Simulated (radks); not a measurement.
Numerical settings for neutral platinum, [Xe] 4f14 5d9 6s1. Calculated with a radial shooting solver on a logarithmic mesh with Libxc functionals: Dirac Kohn-Sham, PBE, spin-unpolarised, spherical densities, finite nucleus; open shells fill j = l - 1/2 first; Fermi nuclear charge, rms radius 5.427 fm. The defaults (mesh step 0.008 in ln r, mesh end at 40 bohr or more with all orbitals vanishing there, Anderson mixing 0.5 over 9 steps, residual threshold near 1e-9 with the energy settled to 1e-9 hartree or 1e-11 of itself, here a cap of 58 iterations) give E = -18442.899 hartree and 5d5/2 at -5.603 eV in 15 iterations. Times are rough (one thread of a shared host). Changes against that run (0 stands for a change within the tolerance of the run):

setting,iterations,converged,E (mhartree),e(5d5/2) (meV),CPU (s)
mesh step in ln r 0.08,4,no,diverged,-,0.03
mesh step in ln r 0.03,15,yes,+0.00129,0,0.08
mesh step in ln r 0.005,15,yes,0,0,0.36
mesh end (bohr) 12,15,yes,+0.0098,+1.19,0.22
mesh end (bohr) 3,14,level above zero,+1.8e+03,+1.56e+04,0.16
residual threshold 1e-05,12,yes,0,-0.227,0.2
residual threshold 0.01,9,yes,+0.00201,-15.7,0.17
mixing 1,14,yes,0,0,0.22
"linear mixing, mixing 1",58,no,+1.33e+06,+5.62e+03,3.2
"linear mixing, mixing 0.8",58,no,+4.01e+05,+5.6e+03,2
mixing history 20,21,yes,0,0,0.28
iteration cap 5,5,no,+0.235,-177,0.09

Settled on a wrong energy, with an occupied level pushed above zero by the early mesh end: mesh end (bohr) 3 (+1.8 hartree). Apart from these: no run marked as converged misses the energy by more than 1 mhartree. A mesh that ends early acts as a hard wall.
